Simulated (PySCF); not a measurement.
The dipole of `COCC[SiH2]/N=C(\C)C#N` from its density and from atomic charges.

Coordinates (GFN2-xTB, Å) and charges (e) from the PBE0/pcSseg-1 density (PySCF):

```csv
atom,x,y,z,Mulliken,IAO,Hirshfeld,ESP-fitted
C1,-2.162,1.132,-1.690,-0.0273,-0.2002,-0.0399,-0.3010
O2,-1.975,-0.042,-0.948,-0.5421,-0.3893,-0.1188,-0.2665
C3,-2.115,0.131,0.447,+0.0557,-0.0409,+0.0005,+0.2583
C4,-1.478,-1.085,1.089,-0.5409,-0.5540,-0.1652,-0.5457
Si5,0.095,-1.468,0.097,+0.7651,+0.8812,+0.3580,+0.6581
N6,0.870,0.063,-0.091,-0.5511,-0.5133,-0.2040,-0.4670
C7,2.053,0.432,-0.296,+0.0282,+0.1772,+0.1234,+0.4315
C8,3.289,-0.410,-0.401,-0.1807,-0.4594,-0.1108,-0.5100
C9,2.273,1.839,-0.468,+0.1366,+0.1266,+0.0804,+0.2522
N10,2.433,2.966,-0.598,-0.2347,-0.2175,-0.2025,-0.4102
H11,-2.024,0.868,-2.737,+0.1179,+0.1556,+0.0497,+0.1576
H12,-1.430,1.899,-1.408,+0.1055,+0.1295,+0.0360,+0.1201
H13,-3.172,1.536,-1.547,+0.0917,+0.1218,+0.0369,+0.1144
H14,-3.178,0.249,0.710,+0.1162,+0.1213,+0.0334,+0.0257
H15,-1.581,1.039,0.760,+0.1079,+0.1235,+0.0295,+0.0051
H16,-1.291,-0.900,2.144,+0.1457,+0.1530,+0.0459,+0.1566
H17,-2.153,-1.936,1.022,+0.1449,+0.1512,+0.0408,+0.1417
H18,0.891,-2.444,0.868,-0.1201,-0.1598,-0.0943,-0.1702
H19,-0.136,-2.009,-1.237,-0.0661,-0.1146,-0.0763,-0.1252
H20,3.576,-0.482,-1.450,+0.1557,+0.1741,+0.0629,+0.1616
H21,4.113,0.050,0.142,+0.1486,+0.1696,+0.0599,+0.1620
H22,3.091,-1.407,-0.019,+0.1433,+0.1644,+0.0547,+0.1508
```

Task: Compute μ = Σ q r for each scheme (1 e·Å = 4.803 D) and compare with the dipole of the full density.

Result: The full density gives (0.02, -2.54, 0.52) D, 2.60 D in size; dipole vectors point from the negative to the positive end.

```tsv
scheme	μx	μy	μz	size (D)	share of the full size (%)	angle to the full dipole (°)
Mulliken	1.92	-2.88	0.21	3.47	134	34
IAO	0.32	-2.29	0.28	2.33	90	9
Hirshfeld	-0.01	-1.86	0.08	1.86	72	9
ESP-fitted	0.01	-2.56	0.53	2.62	101	0
```

Task: Which set comes closest?

Result: Length of the difference vector: ESP-fitted 0.02 D, IAO 0.46 D, Hirshfeld 0.82 D, Mulliken 1.96 D. Closest: ESP-fitted. ESP charges are fitted to the potential around the molecule, whose slowest-falling term is the dipole's. The schemes that divide the density aren't constrained to reproduce the dipole.

Task: What is left for the Hirshfeld atoms' own dipoles?

Result: The shares of the density sum to the whole, so what Σ q r misses lies in dipoles about the nuclei. The atomic dipoles sum to (0.02, -2.54, 0.52) − (-0.01, -1.86, 0.08) = (0.03, -0.68, 0.44) D, 0.82 D in size.

Task: With the origin at the mean of the coordinates, (0.000, 0.001, -0.255) Å, which are the largest single terms, by size, of the Mulliken dipole along the direction of the full one?

Result: Si5 +5.55, C4 -3.44, N10 +3.33, H18 -1.52, H17 +1.49 D; all 22 atoms together +2.88 D. The single terms depend on the origin, their sum doesn't.

Task: Give the size of the full dipole in other units.

Result: 2.60 D = 1.021 au = 0.540 e·Å = 8.66 × 10⁻³⁰ C·m.

The structure is a single GFN2-xTB conformer in the gas phase; no vibrational or solvent corrections. GFN2-xTB frequencies show an imaginary mode (28i cm⁻¹), so this geometry is no minimum at that level.

The values belong to the conformer `[CH3:1][O:2][CH2:3][CH2:4][SiH2:5]/[N:6]=[C:7](\[CH3:8])[C:9]#[N:10]`: C1–O2–C3–C4 -163°, O2–C3–C4–Si5 40°, C3–C4–Si5–N6 46°, C4–Si5–N6–C7 156°.
